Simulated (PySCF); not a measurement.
PBE0-D3(BJ)/def2-TZVP geometry optimisation, gas phase with PySCF 2.14 and geomeTRIC: Cr(OH)4, charge 0, multiplicity 3. Start (model start, shaken):

```
9

Cr    0.0000    0.0045   -0.0041
O     1.0028    1.0093    1.0013
H     0.7631    1.9137    1.3205
O    -1.0254   -1.0088    1.0215
H    -0.7606   -1.9076    1.3275
O    -1.0057    0.9960   -1.0230
H    -1.9221    0.7429   -1.3555
O     1.0126   -1.0352   -1.0121
H     1.8959   -0.7650   -1.3657
```

```
step  E − E(start) / kcal mol⁻¹  largest force / Eh bohr⁻¹
   0                       0.00                    0.04047
   1                      -4.18                    0.00735
   2                      -4.99                    0.00573
   3                      -5.59                    0.00201
   4                      -5.67                    0.00113
   5                      -5.91                    0.00417
   6                      -6.05                    0.00428
   7                      -6.23                    0.00254
   8                      -6.29                    0.00080
   9                      -6.31                    0.00089
  10                      -6.31                    0.00047
  11                      -6.31                    0.00008
```

The optimisation met its thresholds. End point:

```
9

Cr    0.0138    0.0035   -0.0107
O     1.0086    1.0760    0.9628
H     0.5441    1.6896    1.5424
O    -1.0098   -1.0642    0.9412
H    -0.5565   -1.7054    1.4997
O    -1.0604    1.0003   -0.9829
H    -1.7290    0.5336   -1.4962
O     1.0810   -1.0164   -0.9642
H     1.6687   -0.5673   -1.5816
```

Metal–donor distances, start → end: O2 1.740 → 1.757 Å, O4 1.769 → 1.759 Å, O6 1.741 → 1.759 Å, O8 1.767 → 1.757 Å.

No frequencies were computed, so the end point may be a saddle point.

The job took 6.7 min on one thread of Arm Neoverse N1 (shared host), with 193 basis functions and a peak of 0.87 GiB, launched as `OMP_NUM_THREADS=1 python lf_run.py task.json out`.
